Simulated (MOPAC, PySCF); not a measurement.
Dissociation curve of H2Se, SMILES [SeH2]. The Se1–H3 bond (Se1 also carries H; H3 carries nothing else) is pulled apart rigidly from the PBE0/def2-TZVP optimised geometry.

- AM1, restricted, heats of formation (MOPAC)
- UHF/3-21G = PySCF with unrestricted Hartree-Fock/3-21G
- UKS-B3LYP/6-31G* = unrestricted B3LYP/6-31G*, spherical d run with PySCF
- UCCSD(T) = CCSD(T) on UHF/cc-pVDZ, 9 core orbitals frozen in PySCF

Energies relative to the lowest point of each curve near equilibrium, in kcal/mol; the last columns give the difference from UCCSD(T):

| R / Å | AM1 | UHF/3-21G | UKS-B3LYP/6-31G* | UCCSD(T) | AM1 − UCCSD(T) | UHF/3-21G − UCCSD(T) | UKS-B3LYP/6-31G* − UCCSD(T) |
|---|---|---|---|---|---|---|---|
| 1.17 | 12.9 | 36.6 | 40.9 | 39.3 | -26.4 | -2.7 | 1.6 |
| 1.25 | 5.2 | 16.9 | 19.4 | 18.3 | -13.1 | -1.4 | 1.1 |
| 1.32 | 1.6 | 6.9 | 8.3 | 7.5 | -5.9 | -0.6 | 0.8 |
| 1.39 | 0.1 | 1.8 | 2.3 | 1.9 | -1.8 | -0.1 | 0.4 |
| 1.42 | 0.0 | 0.7 | 1.0 | 0.7 | -0.7 | 0.0 | 0.2 |
| 1.47 | 0.4 | 0.0 | 0.0 | 0.0 | 0.4 | 0.0 | 0.0 |
| 1.52 | 1.5 | 0.5 | 0.3 | 0.6 | 0.9 | -0.1 | -0.2 |
| 1.57 | 3.1 | 1.9 | 1.7 | 2.2 | 0.9 | -0.3 | -0.5 |
| 1.61 | 4.7 | 3.6 | 3.4 | 4.0 | 0.7 | -0.5 | -0.7 |
| 1.69 | 8.9 | 8.0 | 7.9 | 8.8 | 0.1 | -0.8 | -1.0 |
| 1.84 | 19.8 | 19.0 | 18.7 | 20.0 | -0.2 | -1.0 | -1.3 |
| 1.97 | 31.5 | 29.1 | 29.2 | 30.5 | 1.0 | -1.4 | -1.3 |
| 2.18 | 51.4 | 39.3 | 46.0 | 46.4 | 4.9 | -7.2 | -0.4 |
| 2.42 | 72.0 | 45.3 | 62.2 | 61.2 | 10.9 | -15.9 | 1.0 |
| 2.65 | 88.9 | 48.2 | 71.4 | 71.1 | 17.7 | -23.0 | 0.3 |
| 2.90 | 103.6 | 49.7 | 76.7 | 76.8 | 26.8 | -27.1 | -0.1 |
| 3.25 | 118.5 | 50.7 | 80.2 | 79.4 | 39.1 | -28.7 | 0.7 |
| 3.59 | 128.1 | 51.1 | 81.6 | 80.1 | 48.1 | -29.0 | 1.5 |
| 3.93 | 134.7 | 51.3 | 82.2 | 80.3 | 54.4 | -29.0 | 1.9 |
| 4.43 | 141.2 | 51.4 | 82.5 | 80.4 | 60.8 | -29.0 | 2.1 |
| 5.15 | 147.0 | 51.4 | 82.7 | — | — | — | — |

AM1 is furthest from UCCSD(T) at 4.43 (60.8 kcal/mol, above); its mean absolute difference over the points is 15.7 kcal/mol.

UHF/3-21G is furthest from UCCSD(T) at 3.93 (-29.0 kcal/mol, below); its mean absolute difference over the points is 9.9 kcal/mol.

UKS-B3LYP/6-31G* is furthest from UCCSD(T) at 4.43 (2.1 kcal/mol, above); its mean absolute difference over the points is 0.8 kcal/mol.

Dashes: no converged value, or the column stops at the first point that the program doubted or that broke a chosen test of continuity, which isn't proof of a fault.

The restricted form behind AM1 keeps the bonding electrons paired and can't separate into open-shell fragments. The unrestricted determinant behind UHF/3-21G, UCCSD(T) is spin-contaminated at 1.97 to 5.15 Å (<S²> up to 1.0, against 0.00 for a pure singlet). The unrestricted determinant behind UKS-B3LYP/6-31G* is spin-contaminated at 2.42 to 5.15 Å (<S²> up to 1.0, against 0.00 for a pure singlet).
